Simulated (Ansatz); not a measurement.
C2H4FNOSi (`N[Si]1(F)C=CO1`), relaxed with RKS PBE0-D4/def2-TZVP in Ansatz 0.2.0 from a PBE-D4/def2-SVP geometry. The force threshold is 0.005 eV/Å; the program also tests the step.

Total charge 0; spin multiplicity 1.

Start:

```xyz
10

N    -0.015    1.896    0.023
Si    0.043    0.284    0.572
F     0.161    0.378    2.195
C     0.871   -1.035   -0.397
C    -0.383   -1.575   -0.454
O    -1.312   -0.812    0.218
H    -0.439    2.641    0.579
H     0.029    2.118   -0.972
H     1.808   -1.403   -0.824
H    -0.763   -2.493   -0.941
```

(1) By how much does the energy fall, and how many steps does the optimiser take? (An estimate is asked.)

(2) Which bonds change most? (Best estimate.)

(3) Give the relaxed structure. (Best estimate.)

Answers

(1) Ansatz gave: 0.12 eV, in 12 steps, 2 of them rejected.

(2) Computed: Si2–O6 from 1.779 to 1.713 Å; Si2–F3 from 1.631 to 1.587 Å; C4–C5 from 1.366 to 1.343 Å.

(3) Computed: 
```xyz
10

N    -0.048    1.862    0.014
Si    0.014    0.273    0.559
F     0.154    0.381    2.136
C     0.871   -1.033   -0.374
C    -0.361   -1.560   -0.459
O    -1.288   -0.779    0.197
H    -0.333    2.621    0.608
H    -0.059    2.097   -0.963
H     1.795   -1.404   -0.781
H    -0.743   -2.459   -0.936
```
